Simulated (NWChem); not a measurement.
# CHO2, doublet; SMILES [O]C=O

Program: NWChem. Spin-unrestricted. Coordinates come from a PBE0/def2-SVP, spin-unrestricted optimisation. No stability test was run on the SCF state. Vertical excitations in the gas phase; the lowest state need not have the same character in each row. Excited states of an open shell can be spin-contaminated.

For level BHandHLYP/def2-SVPD, TDA:

```yaml
lowest excitation (eV): 1.62
lowest empty minus highest occupied level, either spin (eV): 6.38
```

Problem. What are these values for level PBE/def2-SVPD, TDA?

Solution. The lowest excitation (eV) comes out as 1.83 and the lowest empty minus highest occupied level, either spin (eV) is 1.34.
